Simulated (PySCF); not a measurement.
ethenoxy(silyl)silane (C2H8OSi2), SMILES C=CO[SiH2][SiH3]. The structure is a stationary point at PBE-D3(BJ)/def2-SVP. The values are those of a single conformer.

**Question.** Give the equilibrium geometry at PBE-D3(BJ)/def2-SVP (PySCF confirms it by a frequency run) as a Z-matrix. (The exact figures need the calculation; the answer reports its results.)

**Answer.** One answer among several that fit: 
```
Si
O 1 1.7102
C 2 1.3582 1 124.94
C 3 1.3481 2 127.10 1 -8.97
H 4 1.0984 3 119.58 2 179.50
H 4 1.1017 5 117.62 3 -179.18
H 3 1.1045 4 121.58 5 -0.63
H 1 1.4993 2 103.56 3 -176.11
H 1 1.5081 8 109.23 2 117.73
Si 1 2.3622 8 111.14 9 122.79
H 10 1.5039 1 112.56 8 -159.38
H 10 1.5044 11 109.42 6 96.19
H 10 1.5073 11 108.31 12 118.39
```
Charge 0, spin multiplicity 1.
